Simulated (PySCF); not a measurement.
Isomers of C6H12O2, from PySCF 2.14.0, PBE0-D3(BJ)/def2-SVP geometry optimisation, gas phase. One conformer each, no zero-point energy, no frequencies.

Task: Which isomer lies lower at this level?
A. `[OH:1][CH2:2][C@H:3]1[CH2:4][CH2:5][CH2:6][CH2:7][O:8]1` with H–O1–C2–C3 -48°, O1–C2–C3–C4 -65°, C2–C3–C4–C5 171°, C3–C4–C5–C6 -52°, C4–C5–C6–C7 53°, C5–C6–C7–O8 -56° (tetrahydropyran-2-methanol): A = 3688, B = 1537, C = 1296 MHz, dipole 2.42 D
B. `[CH3:1][CH2:2][CH2:3][CH2:4][CH2:5][O:6][CH:7]=[O:8]` with C1–C2–C3–C4 -179°, C2–C3–C4–C5 180°, C3–C4–C5–O6 -176°, C4–C5–O6–C7 -85°, C5–O6–C7–O8 -1° (pentyl formate): A = 6002, B = 700.0, C = 666.9 MHz, dipole 1.86 D

Result: B. That is pentyl formate (`CCCCCOC=O`), 6.4 kcal/mol below the other.

| SMILES | mapped SMILES | E (Eh) | relative (kcal/mol) | relative (kJ/mol) | dipole (D) |
| --- | --- | --- | --- | --- | --- |
| CCCCCOC=O | [CH3:1][CH2:2][CH2:3][CH2:4][CH2:5][O:6][CH:7]=[O:8] | -385.60719 | 0.0 | 0.0 | 1.86 |
| OC[C@H]1CCCCO1 | [OH:1][CH2:2][C@H:3]1[CH2:4][CH2:5][CH2:6][CH2:7][O:8]1 | -385.59706 | 6.4 | 26.6 | 2.42 |

As drawn, the lower has a C=O bond and a C(=O)–O unit, which the higher lacks; the higher has an O–H bond, which the lower lacks.
